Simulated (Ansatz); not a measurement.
Reaction (cleavage of the B–Ga bond): `[F][GaH][B](S)Cl` + H–F → `FB(S)Cl` + `[F][GaH2]`

Program: Ansatz. Geometries: PBE0-D4/def2-TZVP. ΔE: electronic, gas phase. CBS: MP2 limit from def2 TZ/QZ plus the TZ coupled-cluster correction, frozen cores. This one scheme is used for every species. Functionals use def2-TZVPP. For Ga outer-core shells are correlated without core-valence functions, which leaves a few kJ/mol of doubt a bond. Scalar relativity is left out up to krypton. Each species was taken in one conformer, which may not be the lowest.

```tsv
level	ΔE (kJ/mol)
PBE-D4	-114.1
B97M-V	-146.4
r2SCAN0-D4	-132.0
ωB97X-V	-133.6
B2PLYP	-133.9
BHLYP	-146.4
CCSD(T)/def2-TZVPP	-124.2
HF/def2-QZVPP	-165.8
```

Question: What does CCSD(T)/CBS give? (An estimate is asked.)

Answer: Ansatz gave: -115.6 kJ/mol. The listed levels differ from it by 1.5, -30.8, -16.4, -18.0, -18.3, -30.8, -8.6, -50.2 kJ/mol.

Largest T1 diagnostic among the species: 0.015.

The D4 term adds +10.3 kJ/mol with B3LYP and +5.6 kJ/mol with PBE0; it sums over pairs of atoms, weighted by their polarisabilities, and B3LYP, whose exchange is more repulsive, gets the larger term. From BLYP to BHLYP (50 % exact exchange), in def2-TZVPP and without D4, ΔE moves by −11.1 kJ/mol. At CCSD(T), def2-SVP lies −34.8 kJ/mol from the extrapolated value and def2-TZVPP −8.6 kJ/mol.

CCSD(T)/CBS has its own doubt, a few kJ/mol and more with outer-core shells, so smaller differences from it don't rank the levels.

B3LYP here is the variant with VWN-RPA as its local correlation; programs differ in this.
